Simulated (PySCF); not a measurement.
C₃H₆FGa. Atoms are numbered in the order given.

```xyz
11

Ga     0.0788     0.2635     0.1184
F      1.1549     1.6514    -0.0936
C     -1.1013     0.3689     1.6678
H     -1.7581    -0.5087     1.7597
H     -1.7274     1.2724     1.5958
H     -0.4996     0.4568     2.5863
C      0.2574    -1.1215    -1.2280
C     -0.5120    -2.2184    -1.1763
H      0.9823    -1.0313    -2.0467
H     -0.4425    -3.0240    -1.9191
H     -1.2567    -2.3698    -0.3837
```

Coordinates come from a ωB97X-D3(BJ)/def2-SVP optimisation. The structure was generated by enumeration; whether it is a known compound was not checked. Other conformers were not sampled.

The numbers are results of PBE/pcSseg-1 run with PySCF, not measurements.

GIAO shieldings, no solvent; atoms listed in one row are averaged. δ = σ(ref) − σ: ¹⁹F against CFCl3 (σ = 133.6 ppm); ¹³C against TMS (σ = 182.0 ppm); ¹H against TMS (σ = 31.49 ppm), references at their B3LYP-D3(BJ)/def2-TZVP geometries, non-relativistic.

Problem. Estimate the chemical shifts. (Estimate from the structure and the level; the computed values follow.)

Solution. 
```tsv
nucleus	atoms	count	δ (ppm)
¹⁹F	F2	1	-119.7
¹³C	C8	1	152.3
¹³C	C7	1	151.9
¹³C	C3	1	-8.0
¹H	H10	1	7.19
¹H	H9	1	6.93
¹H	H11	1	6.74
¹H	H4, H5, H6	3	0.46
```
